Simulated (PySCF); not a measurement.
How many f electrons in GdCl?

Unrestricted PBE0; Gd x2c-TZVPall, Cl x2c-TZVPall; spin-free X2C with a Gaussian nucleus (PySCF 2.14). The search starts from ions with several 4f fillings and holds each by maximum overlap.

The lowest solution of each spin and filling, followed along the bond (rough minima from three points):

| 2Ms+1 | 4f population | ⟨S²⟩ at the start | R at minimum (Å) | Te (eV) |
| --- | --- | --- | --- | --- |
| 8 | 7.04 | 16.05 | 2.41 | 0.00 |
| 10 | 7.03 | 24.76 | 2.46 | 0.05 |
| 6 | 7.09 | 10.71 | 2.46 | 0.93 |
| 8 | 8.01 | 15.76 | 2.54 | 1.39 |

Solutions at the starting distance of 2.490 Å, counted from the lowest; the search is not exhaustive:

```
2Ms+1  4f population  E (eV)   ⟨S²⟩  ⟨Lz²⟩  μ (D)
    8           7.04    0.00  16.05    0.6  -3.17
   10           7.03    0.02  24.76    4.0  -4.67
   10           7.03    0.45  24.76    1.0  -3.27
    8           7.03    0.69  16.75    4.0  -3.12
    6           7.09    0.91  10.71    4.0  -4.24
    8           7.03    0.99  16.76    1.2  -3.87
    8           7.38    1.17  16.43    1.8  -3.58
    6           7.45    1.33  10.35    0.0  -1.84
    8           8.01    1.37  15.76    4.0  -4.50
    8           8.01    1.50  15.76    9.0  -4.31
    6           8.02    1.70   9.76    9.0  -3.93
    8           6.26    9.84  16.05    8.1  -0.82
```

Partly filled real f orbitals mix terms, so no term symbols are given. A population far from a whole number shows f orbitals mixing with d and ligand orbitals, not a clean configuration. A positive dipole means Gd(−)Cl(+).

Spin–orbit coupling is left out. Counting both spins, an empty level lies below a filled one in some of these solutions, because spin and occupation are held. The state is the lowest single determinant that the PBE0 search found; with open d or f shells the true ground state can be another one.
